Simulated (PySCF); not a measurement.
## Levels of Al(10+) from EOM-EA-GCCSD

Reference: closed-shell Al(11+), 1s2; one electron is added. Calculated with PySCF 2.14, two-component X2C-1e with screened spin-orbit coupling, an uncontracted even-tempered set (17 s from 0.64 bohr⁻², ratio 2.6; 10 p from 0.83 bohr⁻², ratio 2.6; 7 d from 0.85 bohr⁻², ratio 2.8; 3 f from 44 bohr⁻², ratio 2.8); frozen nothing; the 30 highest virtual spinors dropped; of the others 52 kept and the rest restored at second order. No Breit or QED terms. Binding energies in eV.

```json
{"level": "2s1/2", "Koopmans": "441.89"}
{"level": "2p1/2", "Koopmans": "419.99"}
{"level": "2p3/2", "Koopmans": "419.17"}
{"level": "3d3/2", "Koopmans": "182.96"}
{"level": "3d5/2", "Koopmans": "182.89"}
```

Task: How does correlation move these levels?

Result: 2s1/2: second order 442.04, EOM-CCSD 442.05; 2p1/2: second order 420.28, EOM-CCSD 420.28; 2p3/2: second order 419.46, EOM-CCSD 419.46; 3d3/2: second order 182.98, EOM-CCSD 182.98; 3d5/2: second order 182.90, EOM-CCSD 182.90.

For comparison, the ionisation energy of Al(10+) is 442.00 eV (theoretical estimate listed by NIST; NIST Atomic Spectra Database, ionization energies).

Only part of the computed levels is shown.

The screened spin-orbit operator tends to give fine-structure splittings of light species too large.
